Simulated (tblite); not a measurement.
Compound: C7H11OP.
Numbering: `[CH2:1]=[CH:2][P@:3]1(=[O:4])[CH2:5][CH:6]=[C:7]([CH3:8])[CH2:9]1` (hydrogens: H10, H11 on C1; H12 on C2; H13, H14 on C5; H15 on C6; H16, H17, H18 on C8; H19, H20 on C9)

Computed geometry: GFN2-xTB, gas phase.

(1) Give the optimised bond lengths and angles.

Answers

(1) 
```csv
bond,length (Å)
C1=C2,1.321
C2–P3,1.813
P3=O4,1.467
P3–C5,1.848
C5–C6,1.496
C6=C7,1.328
C7–C8,1.493
C7–C9,1.503
P3–C9,1.847
C1–H10,1.078
C1–H11,1.079
C2–H12,1.080
C5–H13,1.095
C5–H14,1.092
C6–H15,1.079
"C8–H16, C8–H17, C8–H18",1.089
C9–H19,1.092
C9–H20,1.095
```

Bonds in one row agree within 0.01 Å and their mean is given. A selection of angles:
```csv
angle,degrees
C1–C2–P3,119.1
C2–P3–O4,115.0
C2–P3–C5,104.8
C2–P3–C9,105.2
O4–P3–C5,118.0
O4–P3–C9,117.9
C5–P3–C9,93.0
P3–C5–C6,103.0
C5–C6–C7,117.7
C6–C7–C8,125.6
C6–C7–C9,116.0
C8–C7–C9,118.4
P3–C9–C7,103.6
```

Torsions: C1–C2–P3–O4 1° (synperiplanar); C2–P3–C5–C6 -84° (synclinal); P3–C5–C6–C7 -17° (synperiplanar); C5–C6–C7–C8 180° (antiperiplanar); C6–C7–C9–P3 17° (synperiplanar); C2–P3–C9–C7 83° (synclinal).

Of the pairs four or more bonds apart, O4···H11 is among the closest relative to their van der Waals radii: 2.62 Å, 96 % of the sum of Bondi's values. The 3 C–P bonds span 1.813 Å (C2–P3, drawn single) to 1.848 Å (P3–C5, drawn single), a spread of 0.035 Å. The 5-membered ring P3–C5–C6–C7–C9 has internal angles of 93.0° to 117.7°; it is puckered, 0.13 Å rms from its mean plane, widest ring torsion 23°. The C–C distances run from 1.321 Å (C1=C2, drawn double) to 1.503 Å (C7–C9, drawn single), a spread of 0.182 Å. P3 (phosphoryl phosphorus) has angles from 93.0° to 118.0°.

Point group: C1 (no symmetry element, even within 0.4 Å). Its GFN2-xTB frequencies are all real (lowest 49 cm⁻¹). One conformer, not necessarily the lowest.
